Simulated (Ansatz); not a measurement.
CH7BSSi. Charge 0, multiplicity 1. The bonds changed during the relaxation, so this is another structure than the one it started from. The geometry is a stationary point of PBE0-D4/def2-TZVP. It is one conformer, not always the lowest.

```xyz
11

B     0.216    0.311    1.463
C     0.067    1.423    0.386
S    -1.262    0.181    0.013
Si   -0.181   -1.196   -1.252
H     1.017   -0.565    1.285
H    -0.312    0.441    2.527
H    -0.432    2.359    0.625
H     0.756    1.520   -0.448
H     1.208   -0.701   -1.380
H    -0.845   -1.230   -2.580
H    -0.231   -2.543   -0.639
```

(1) What is the dipole moment at ωB97M-V/def2-TZVPP? (Best estimate.)

(2) And with PBE, r2SCAN, B3LYP? (Estimate.)

(3) Give the Mulliken charges with ωB97M-V, PBE, r2SCAN in def2-TZVPP. (Estimate.)

## Answers

(1) Ansatz gave: 2.04 D, with components (0.01, 0.20, -2.03) D in this frame, pointing from negative to positive charge.

(2) Computed: PBE 2.04 D, r2SCAN 2.02 D, B3LYP 2.02 D.

(3) Ansatz gave: 
```json
{"atom": "B1", "ωB97M-V": "-0.28", "PBE": "-0.18", "r2SCAN": "-0.12"}
{"atom": "C2", "ωB97M-V": "-0.25", "PBE": "-0.16", "r2SCAN": "-0.11"}
{"atom": "S3", "ωB97M-V": "-0.06", "PBE": "-0.08", "r2SCAN": "-0.12"}
{"atom": "Si4", "ωB97M-V": "0.16", "PBE": "0.23", "r2SCAN": "0.32"}
{"atom": "H5", "ωB97M-V": "0.07", "PBE": "0.01", "r2SCAN": "0.00"}
{"atom": "H6", "ωB97M-V": "0.07", "PBE": "0.01", "r2SCAN": "0.00"}
{"atom": "H7", "ωB97M-V": "0.14", "PBE": "0.12", "r2SCAN": "0.09"}
{"atom": "H8", "ωB97M-V": "0.14", "PBE": "0.12", "r2SCAN": "0.09"}
{"atom": "H9", "ωB97M-V": "0.01", "PBE": "-0.02", "r2SCAN": "-0.05"}
{"atom": "H10", "ωB97M-V": "-0.01", "PBE": "-0.04", "r2SCAN": "-0.06"}
{"atom": "H11", "ωB97M-V": "0.00", "PBE": "-0.02", "r2SCAN": "-0.04"}
```

B3LYP here is the variant with VWN-RPA as its local correlation; programs differ in this.
